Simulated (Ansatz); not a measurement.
trifluorosilylmethanol (CH3F3OSi), SMILES OC[Si](F)(F)F.

Coordinates come from a B3LYP-D3(BJ)/def2-SVP optimisation. One conformer was computed; it need not be the lowest.

Two levels are set side by side: PBE/def2-SVPD (Ansatz, a first-principles code) and CAM-B3LYP/def2-SVPD (Ansatz). Energy differences of separate SCF runs at the same geometry; the states with an electron removed or added have multiplicity 2 and 2. Differences are taken from unrounded values.

```tsv
quantity	CAM-B3LYP	PBE	PBE minus CAM-B3LYP
vertical ionisation energy (eV)	11.26	10.75	-0.52
vertical singlet–triplet gap (eV)	6.67	6.10	-0.57
```
